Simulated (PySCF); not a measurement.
**Excitation energy of Cl by level of theory**

Cl [Ne] 3s2 3p5 (2P) → Cl [Ne] 3s2 3p4 3d1 (high-spin determinant), as a difference of total energies. Calculation: PySCF 2.14, in aug-cc-pV(T+d)Z with one added diffuse shell each of s, p, d, f type (7s6p5d3f, 71 functions); the non-relativistic Hamiltonian (point nucleus). Correlated levels: valence: [Ne] frozen. The calculations carry no spin-orbit coupling.

```tsv
method	excitation energy (eV)
UHF	10.342
LDA	10.924
PBE	10.648
PBE0	10.793
r2SCAN	10.890
TPSS	10.757
MN15	11.231
r2SCAN0	10.937
wB97X-V	11.296
MP2 (valence)	11.111
SCS-MP2 (valence)	11.209
```

Question: How much does correlation contribute at MP2 (valence)?

Answer: 11.111 − (10.342) = 0.769 eV, measured against UHF.

The promoted electron is Rydberg-like, and one or two diffuse shells describe it only roughly, which tends to raise the upper state.

The determinant of the upper state mixes LS terms, which raises its energy above the lowest term, most at the Hartree-Fock and MP2 levels.
